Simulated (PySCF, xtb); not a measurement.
CH7F2NSi2, SMILES C[SiH2]N[SiH](F)F. The values are those of a single conformer.

Harmonic wavenumbers (cm⁻¹) from GFN2-xTB in xtb at its own minimum, in rising order: 24, 51, 98, 132, 169, 202, 232, 283, 305, 473, 585, 641, 656, 692, 728, 762, 790, 819, 824, 861, 887, 1012, 1194, 1375, 1486, 1494, 2207, 2244, 2448, 3034, 3035, 3058, 3483.

What does B3LYP-D3(BJ)/def2-SVP run with PySCF give at its own minimum? (An estimate is asked for; the answer gives what the named calculation found.)

18, 34, 149, 192, 202, 224, 279, 373, 459, 493, 638, 695, 760, 791, 830, 854, 886, 895, 937, 951, 959, 983, 1206, 1274, 1432, 1434, 2212, 2235, 2339, 3027, 3117, 3125, 3554. Paired by order, the mean absolute difference is 62 cm⁻¹ and the zero-point energies are 51.9 and 53.7 kcal/mol.
